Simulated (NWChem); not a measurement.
Molecule: CH$_{4}$BFS; SMILES CB(F)S

```xyz
8

B     -0.0618     0.4021    -0.1044
F     -1.2549     0.9272    -0.3816
C      1.1798     1.3508    -0.0308
H      1.2862     1.8797    -0.9931
H      2.1322     0.8582     0.2040
H      0.9921     2.1310     0.7264
S     -0.0640    -1.3897     0.1527
H      1.2582    -1.5029     0.3918
```
Atoms are numbered in this order, from 1.

Level: PBE0/def2-SVP (NWChem), optimised geometry, unscaled harmonic frequencies. 

```csv
frequency (cm⁻¹),IR intensity (km/mol)
74,0.6
285,0.5
356,3.7
367,14.0
463,0.0
604,10.3
810,13.1
849,22.5
873,8.2
1114,246.3
1285,143.3
1371,184.6
1429,5.0
1432,5.0
2739,0.3
3056,0.0
3139,1.2
3183,5.6
```

zero-point energy: 33.5 kcal/mol
thermal correction to the enthalpy at 298.15 K (with zero-point energy): 37.5 kcal/mol
heat capacity Cv: 17.6 cal/(mol K)
entropy at 298.15 K and 1 atm (symmetry number 1): 74.0 cal/(mol K)
dipole moment: 2.17 D

Rigid rotor and harmonic oscillator; modes under 100 cm⁻¹ make the entropy uncertain.
